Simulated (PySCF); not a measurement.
Tungsten: a sound run and one with changed settings

Sound run: W [Xe] 4f14 5d4 6s2, W⁺ [Xe] 4f14 5d4 6s1. Calculation: PySCF 2.14, in cc-pVTZ-PP with ECP60MDF (5s5p4d2f1g, 63 functions); a scalar-relativistic core potential. The sound run starts from symmetry-adapted Hartree-Fock orbitals and uses a fine grid where one is needed.

Changed run: initial guess atom, at most 50 SCF cycles.

```csv
species,method,sound run (hartree),changed run (hartree),converged
W,UHF,-66.68063,-66.52457,yes
W,PBE,-67.30790,-67.31470,yes
W,MN15,-67.20240,-67.20599,yes
W⁺,UHF,-66.46439,-66.44705,yes
W⁺,PBE,-67.03286,-67.03432,yes
W⁺,MN15,-66.91342,-66.91475,yes
```

Ionisation energy of W:

| method | sound run (eV) | changed run (eV) |
| --- | --- | --- |
| MN15 | 7.863 | 7.925 |

The plain start fixes occupations by D2h representation alone, and W at PBE, W at MN15, W⁺ at UHF landed in another state (other ⟨L²⟩ or ⟨S²⟩). 

For comparison, NIST gives 7.864 eV between the lowest levels.
